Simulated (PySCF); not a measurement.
[MnF6]3- holds Mn(III), d4, at total charge -3. The structure is a model geometry with rigid ligands and bond lengths from ionic radii, not a minimum; coordination octahedral, point group Oh, metal–donor distances 1.95 Å.

```
7

Mn    0.0000    0.0000    0.0000
F     1.3753   -0.7940    1.1229
F     0.0000    1.5881    1.1229
F    -1.3753   -0.7940    1.1229
F     1.3753    0.7940   -1.1229
F    -1.3753    0.7940   -1.1229
F     0.0000   -1.5881   -1.1229
```

Method (PySCF 2.14, density fitting): CASSCF(4,5) with orbitals averaged over all microstates of the shell, strongly contracted NEVPT2 on the averaged canonical orbitals; basis x2c-TZVPall on the metal, x2c-SVPall elsewhere; spin-free X2C; IEF-PCM water; spin-orbit coupling by state interaction with the mean-field operator over all roots.

Q: Which term lies lowest, and with what spin?

A: 5Eg (S = 2, orbital degeneracy 2), orbital occupations from the lowest 1.0 1.0 1.0 0.5 0.5, by NEVPT2.

Q: List the excited states of the same spin.

A: By NEVPT2: 5T2g at 15119 cm⁻¹ (661 nm). All are electric-dipole forbidden at this geometry.

Q: Which is the lowest state of another spin?

A: 3T1g at 9149 cm⁻¹ by NEVPT2; CASSCF alone puts it at 13277 cm⁻¹ above the same ground state.

Q: Give the fitted ligand-field and repulsion parameters.

A: At CASSCF level (the NEVPT2 levels don't fit a ligand-field model well): orbital energies 0, 1, 4, 12062, 12062 cm⁻¹; B = 1131 cm⁻¹; C = 4234 cm⁻¹; B over its free-ion value at the same level 0.922; rms of the fit 89 cm⁻¹; ζ = 343 cm⁻¹ (free ion 363).

Q: What magnetic behaviour follows?

A: The ground state is orbitally degenerate (an E term, whose orbital moment is quenched to first order), so no simple spin Hamiltonian is given. The lowest spin-orbit level is 1-fold; the next lies at 10.6 cm⁻¹. μeff is 4.86 μB at 300 K and 4.39 μB at 10 K; the spin-only value is 4.90 μB.

The ground state is orbitally degenerate in this regular structure, which would distort (Jahn–Teller), so its moment is that of the undistorted model. NEVPT2 lifts 5T2g from 12287 to 15119 cm⁻¹; on the d shell alone such lifts tend to overshoot. NEVPT2 on the d shell alone tends to put d–d bands too high for such charged or covalently bound ions. Gaps between spin states lean to high spin in this active space.

The job took 12 s on one thread of Arm Neoverse V2 (shared host), with 132 basis functions, launched as `OMP_NUM_THREADS=1 python lf_run.py task.json out`.
